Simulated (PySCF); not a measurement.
I₃Sb (SMILES [I][Sb]([I])[I]), singlet, at a GFN2-xTB geometry (core potentials on I, Sb); DF-WB97X-V/def2-SVP (PySCF).

Here is a job for PySCF.
```python
from pyscf import gto, scf, dft

mol = gto.Mole()
mol.atom = '''
    Sb    0.01294198    0.00090519    1.01247550
    I    -1.86865509   -1.50372426   -0.29957913
    I    -0.37382384    2.36628049   -0.32214675
    I     2.23002532   -0.86342726   -0.35254300
'''
mol.basis = 'def2-svp'
mol.ecp = {'I': 'def2-svp', 'Sb': 'def2-svp'}
mol.verbose = 4
mol.build()

mf = dft.RKS(mol)
mf.xc = 'wb97x_v'
mf = mf.density_fit(auxbasis='def2-universal-jkfit')
mf.kernel()
```

### Question
Predict the main parts of the log of this PySCF run.

### Answer

```
PySCF version 2.14.0

[INPUT] verbose = 4
[INPUT] num. atoms = 4
[INPUT] num. electrons = 98
[INPUT] charge = 0
[INPUT] spin (= nelec alpha-beta = 2S) = 0
[INPUT] symmetry False subgroup None
[INPUT] Mole.unit = angstrom
[INPUT] Symbol           X                Y                Z      unit          X                Y                Z       unit  Magmom
[INPUT]  1 Sb     0.012941980000   0.000905190000   1.012475500000 AA    0.024456797710   0.001710561191   1.913301402832 Bohr   0.0
[INPUT]  2 I     -1.868655090000  -1.503724260000  -0.299579130000 AA   -3.531246341374  -2.841627018264  -0.566122508335 Bohr   0.0
[INPUT]  3 I     -0.373823840000   2.366280490000  -0.322146750000 AA   -0.706424676433   4.471622060002  -0.608769129419 Bohr   0.0
[INPUT]  4 I      2.230025320000  -0.863427260000  -0.352543000000 AA    4.214137105646  -1.631641049884  -0.666209717133 Bohr   0.0

nuclear repulsion = 571.905940347121
number of shells = 40
number of NR pGTOs = 244
number of NR cGTOs = 104
basis = def2-svp
ecp = {'I': 'def2-svp', 'Sb': 'def2-svp'}

******** <class 'pyscf.df.df_jk.DFRKS'> ********
method = DFRKS
initial guess = minao
damping factor = 0
level_shift factor = 0
DIIS = <class 'pyscf.scf.diis.CDIIS'>
diis_start_cycle = 1
diis_space = 8
diis_damp = 0
SCF conv_tol = 1e-09
SCF conv_tol_grad = None
SCF max_cycles = 50
direct_scf = False
XC library pyscf.dft.libxc version 7.1.2
    S. Lehtola, C. Steigemann, M. J. T. Oliveira, and M. A. L. Marques,  SoftwareX 7, 1–5 (2018)
XC functionals = wb97x_v
    N. Mardirossian and M. Head-Gordon,  Phys. Chem. Chem. Phys. 16, 9904–9924 (2014)
radial grids:
    Treutler-Ahlrichs [JCP 102, 346 (1995); DOI:10.1063/1.469408] (M4) radial grids

becke partition: Becke, JCP 88, 2547 (1988); DOI:10.1063/1.454033
pruning grids: <function nwchem_prune>
grids dens level: 3
symmetrized grids: False
atomic radii adjust function: <function treutler_atomic_radii_adjust>
** Following is NLC and NLC Grids **
NLC functional = wb97x_v
radial grids:
    Treutler-Ahlrichs [JCP 102, 346 (1995); DOI:10.1063/1.469408] (M4) radial grids

becke partition: Becke, JCP 88, 2547 (1988); DOI:10.1063/1.454033
pruning grids: <function nwchem_prune>
grids dens level: 3
symmetrized grids: False
atomic radii adjust function: <function treutler_atomic_radii_adjust>
small_rho_cutoff = 0
Set gradient conv threshold to 3.16228e-05
Initial guess from minao.
tot grids = 87832
tot grids = 87832
******** <class 'pyscf.df.df.DF'> ********
auxbasis = def2-universal-jkfit
Create RSH-DF object <pyscf.df.df.DF object> for omega=0.3
******** <class 'pyscf.df.df.DF'> ********
auxbasis = auxmol.basis = def2-universal-jkfit
init E= -1011.82727448918
  HOMO = -1.95595330297127  LUMO = -1.77139181505852  gap/eV = 5.02217
cycle= 1 E= -1130.06701520684  delta_E= -118  |g|= 4.55  |ddm|= 17.1
  HOMO = -0.0451834298796456  LUMO = 0.140457299783119  gap/eV = 5.05154
cycle= 2 E= -1132.66711813576  delta_E= -2.6  |g|= 2.18  |ddm|= 10.9
  HOMO = -0.32855151543938  LUMO = -0.0405610920131529  gap/eV = 7.83662
cycle= 3 E= -1133.39624575879  delta_E= -0.729  |g|= 0.186  |ddm|= 2.65
  HOMO = -0.346683020806418  LUMO = -0.0396058230504011  gap/eV = 8.35600
cycle= 4 E= -1133.40589383584  delta_E= -0.00965  |g|= 0.0766  |ddm|= 0.426
  HOMO = -0.347681006223673  LUMO = -0.0328263683689496  gap/eV = 8.56763
cycle= 5 E= -1133.40793462273  delta_E= -0.00204  |g|= 0.0217  |ddm|= 0.145
  HOMO = -0.350812058538075  LUMO = -0.0369412990056466  gap/eV = 8.54086
cycle= 6 E= -1133.40821057746  delta_E= -0.000276  |g|= 0.00705  |ddm|= 0.0492
  HOMO = -0.351128288536108  LUMO = -0.0365348498496907  gap/eV = 8.56052
cycle= 7 E= -1133.40828218067  delta_E= -7.16e-05  |g|= 0.00188  |ddm|= 0.0379
  HOMO = -0.351011097153519  LUMO = -0.0363747284955176  gap/eV = 8.56169
cycle= 8 E= -1133.40828925164  delta_E= -7.07e-06  |g|= 0.000586  |ddm|= 0.0134
  HOMO = -0.351000956461561  LUMO = -0.0363616174511634  gap/eV = 8.56177
cycle= 9 E= -1133.4082898474  delta_E= -5.96e-07  |g|= 0.000143  |ddm|= 0.00449
  HOMO = -0.351012745297028  LUMO = -0.0363740593863309  gap/eV = 8.56175
cycle= 10 E= -1133.40828987419  delta_E= -2.68e-08  |g|= 3.51e-05  |ddm|= 0.000846
  HOMO = -0.351011293504152  LUMO = -0.0363703037775398  gap/eV = 8.56182
cycle= 11 E= -1133.40828987622  delta_E= -2.03e-09  |g|= 9.11e-06  |ddm|= 0.000201
  HOMO = -0.351009985325714  LUMO = -0.0363684452840785  gap/eV = 8.56183
cycle= 12 E= -1133.40828987636  delta_E= -1.48e-10  |g|= 1.87e-06  |ddm|= 5.4e-05
  HOMO = -0.35100987368815  LUMO = -0.0363683368499625  gap/eV = 8.56183
Extra cycle  E= -1133.40828987637  delta_E= -6.37e-12  |g|= 9.11e-07  |ddm|= 7.79e-06
converged SCF energy = -1133.40828987637
```
